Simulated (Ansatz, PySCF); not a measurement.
This Ansatz (a first-principles code) input computes a CCSD(T)/cc-pVDZ energy:

Ansatz 0.2 input:
```yaml
crystal:
  periodic: [false, false, false]
  atoms:
    - {symbol: C, position_ang: [1.30511154, -0.19030126, 0.16000243]}
    - {symbol: C, position_ang: [0.10291222, -0.01500586, 0.01261670]}
    - {symbol: C, position_ang: [-1.21447998, 0.17708606, -0.14889130]}
    - {symbol: H, position_ang: [2.36004904, -0.34412407, 0.28933434]}
    - {symbol: H, position_ang: [-1.58759968, 1.04652208, -0.68808273]}
    - {symbol: H, position_ang: [-1.93371204, -0.53307168, 0.25638137]}
basis:
  gaussian:
    orbitals: cc-pVDZ
total_charge: 1
magnetization: {spin_polarized: false}
correlation: {method: ccsd_t, electrons: outside_noble_gas}
```

Q: Write an input for the same energy in PySCF and say what it gives.

A: 
```python
from pyscf import gto, scf, mp, cc as ccmod

mol = gto.M(
    atom='''
    C     1.30511154   -0.19030126    0.16000243
    C     0.10291222   -0.01500586    0.01261670
    C    -1.21447998    0.17708606   -0.14889130
    H     2.36004904   -0.34412407    0.28933434
    H    -1.58759968    1.04652208   -0.68808273
    H    -1.93371204   -0.53307168    0.25638137
    ''',
    basis='cc-pvdz',
    charge=1,
    spin=0,
    verbose=4,
)

mf = scf.RHF(mol)
mf.conv_tol = 1e-10
mf.max_cycle = 100
mf.kernel()
mp2 = mp.MP2(mf, frozen=3).run()
cc = ccmod.CCSD(mf, frozen=3)
cc.max_cycle = 100
cc.kernel()
et = cc.ccsd_t()
print(f'E(CCSD(T)) = {cc.e_tot + et:.9f}')
```
It gives -115.35709 Eh, and Ansatz -115.35709 Eh, a difference of 0.00 mEh.
